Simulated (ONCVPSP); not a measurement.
**Transferability test, ONCV potential for scandium**

scandium, optimised norm-conserving Vanderbilt (ONCV), made with ONCVPSP 4.0.1 (PBE, scalar-relativistic). Core [Ne] 3s2, reference 3p6 3d1 4s1.5 4p0.5. Waves: 4s: rc 3.40 bohr, ncon 4, nbas 9, qcut 1.5 1/bohr, 2 projectors, debl 3.2 Ha; 3p+4p: rc 1.75 bohr, ncon 3, nbas 8, qcut 7 1/bohr, 2 projectors; 3d: rc 2.40 bohr, ncon 4, nbas 9, qcut 7.5 1/bohr, 2 projectors, debl 2.3 Ha. Local part: polynomial inside 1.20 bohr (lpopt 4, dvloc0 6 Ha). Core correction: Teter function, fcfact 1.75, rcfact 1.4.

Energies are relative to the spin-unpolarised reference configuration 3p6 3d1 4s1.5 4p0.5; without spin polarisation the order of configurations can differ from experiment.

Problem. Give the all-electron excitation energy and the error of the potential for: 3p6 3d1 4s2 4p0; 3p6 3d1 4s1 4p0; 3p6 3d1 4s0 4p0; 3p5 3d1 4s2 4p0.

Solution.

| valence configuration | charge | ΔE all-electron (eV) | error AE − PS (meV) |
| --- | --- | --- | --- |
| 3p6 3d1 4s2 4p0 | 0 | -1.374 | -2.5 |
| 3p6 3d1 4s1 4p0 | +1 | 5.523 | -8.9 |
| 3p6 3d1 4s0 4p0 | +2 | 18.291 | -21 |
| 3p5 3d1 4s2 4p0 | +1 | 38.803 | -278 |

Note: no bound ghost flagged; GHOST(+) flagged for s at 82.2 eV.
